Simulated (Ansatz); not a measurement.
**Energy profile**

The step: BH₃O ([BH2][OH]) + NH₃ + NH₃ → BNH₄ ([BH2][NH2]) + H₂O + NH₃ (still joined by a long B–O bond); bonds formed: O2–H7, H5–N8; dative contacts that become bonds: B1–N6; bonds broken: H5–N6, H7–N8; bonds weakened to dative contacts: B1–O2 (atoms numbered as in the saddle structure below).

B1  (0.732, -0.893, 0.673)
O2  (1.162, -0.349, -0.730)
H3  (0.276, -2.005, 0.487)
H4  (1.739, -0.889, 1.361)
H5  (-1.042, 0.638, -0.187)
N6  (-0.400, 0.024, 1.227)
H7  (0.179, 0.303, -1.212)
N8  (-0.928, 0.797, -1.257)
H9  (1.991, 0.126, -0.661)
H10  (-0.061, 0.734, 1.866)
H11  (-1.075, -0.523, 1.746)
H12  (-0.975, 1.774, -1.516)
H13  (-1.597, 0.264, -1.797)
(Å)

Electronic energies by CCSD(T) at an estimated basis limit (MP2 extrapolated from triple and quadruple zeta, plus CCSD(T) − MP2 in triple zeta), on PBE0-D4/def2-TZVP structures; BN₂H₉O, singlet; no counterpoise correction. Computed with Ansatz 0.2.0 (basis: def2-TZVPP and def2-QZVPP); correlated methods freeze the cores. Extrapolation: Hartree–Fock as exp(−7.88 √X), correlation as X^−2.97.

**Question.** Give the profile in kcal/mol, counted from the separated reactants. (To be estimated.)

**Answer.** By the calculation:
```json
{"point": "separated: BH₃O (linked as [BH2][OH]; B1, O2, H3, H4, H9; singlet) + NH₃ (H5, N6, H10, H11; singlet) + NH₃ (H7, N8, H12, H13; singlet)", "kcal/mol": "0.00"}
{"point": "start structure", "kcal/mol": "-23.23"}
{"point": "saddle", "kcal/mol": "-1.32"}
{"point": "end structure", "kcal/mol": "-6.56"}
{"point": "separated: BNH₄ (linked as [BH2][NH2]; B1, H3, H4, N6, H10, H11; singlet) + H₂O (O2, H7, H9; singlet) + NH₃ (H5, N8, H12, H13; singlet)", "kcal/mol": "-0.92"}
```
The saddle lies below the separated reactants: the barrier is submerged.

No T1 diagnostic of these runs exceeds 0.014.

For scale, one of the runs: CCSD(T)/def2-TZVPP, 250 basis functions, launched by `ansatz run in.yaml --threads 4 --pin off --events-out ev --progress --plain --max-ram 9574MiB`. Hardware: 4 CPU threads of an Intel Xeon, shared host. Wall time 3.6 min; peak host memory 5.7 GiB.
